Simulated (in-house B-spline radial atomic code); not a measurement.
RPA and G0W0 on LC-wPBE: Os8+

Configuration [Xe] 4f14, mean-field start LC-wPBE. Computed with an all-electron radial atomic-structure program (B-spline basis): all electrons, scalar-relativistic (spin-free one-electron X2C), finite nucleus, each spin shell either full or empty, empty states to l = 9 with an (l + 1/2)⁻⁴ tail; G0W0 by contour deformation at full frequency.

Without the two-electron picture change, the correlation of inner shells comes somewhat too large for so heavy an element.

Command:
```bash
python run_gw.py task.json out
```
Settings (radii: box in bohr, nucleus in fm):
```
Z                        76
electrons                68
configuration            [Xe] 4f14
hamiltonian              x2c
method                   lc_wpbe
lmax                     9
rms_radius               5.4126
spin_polarised           False
box_radius               7.7
intervals                65
```

Time taken, with all properties: 7.2 s on 1 thread of Arm Neoverse N1, on a shared host.

Energies (hartree):

```csv
term,value
mean-field total,-17240.37734
Hartree-Fock functional on these orbitals,-17235.45772
direct second order,-7.089
second-order exchange,1.7645
SOSEX correction,1.6611
```

Q: What is the RPA correlation energy, and what remains with SOSEX?

A: RPA gives -6.2303 hartree (-2.49 eV per electron); RPA + SOSEX gives -4.5692, and the second-order doubles -5.3245 hartree (no singles). RPA lacks exchange-type terms and so overcorrelates at short range.

Quasi-particle levels (eV):

| level | occupied | mean field | Σx - vxc | Σc | QP weight | G0W0 |
| --- | --- | --- | --- | --- | --- | --- |
| 5p | yes | -167.71 | -4.61 | ? | ? | ? |
| 4f | yes | -175.33 | -15.33 | 4.01 | 0.957 | -186.65 |
| 5d | no | -103.94 | 4.29 | -1.98 | 0.981 | -101.64 |

G0W0 = mean field + (Σx - vxc) + Σc, with Σc (partial-wave tail included) taken at the quasi-particle energy. Only the outer levels were computed. Levels of low weight are left out.

Q: Where does G0W0 put 5p?

A: At -173.31 eV, with Σc = -0.99 eV and a quasi-particle weight of 0.975. The tabulated removal energy is 168.7 ± 0.5 eV (NIST, semi-empirical); the calculation leaves out spin-orbit coupling, Breit and QED terms, and what these don't explain is the method's own error.
